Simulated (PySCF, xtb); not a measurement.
CH3F3OSi, SMILES O[Si](F)(F)CF. Other conformers were not sampled.

Harmonic wavenumbers (cm⁻¹) from GFN2-xTB (xtb) at its own minimum, in rising order: 35, 124, 156, 197, 217, 255, 273, 362, 690, 753, 759, 852, 915, 1005, 1037, 1198, 1292, 1436, 2968, 2977, 3650.

### Question
What does PBE-D3(BJ)/def2-SVP run with PySCF give at its own minimum? (The exact figures need the calculation; the answer reports its results.)

### Answer
26, 157, 182, 261, 282, 322, 361, 390, 657, 736, 807, 874, 946, 981, 1018, 1188, 1256, 1399, 2971, 3033, 3712. Paired by order, the mean absolute difference is 37 cm⁻¹ and the zero-point energies are 30.2 and 30.8 kcal/mol.
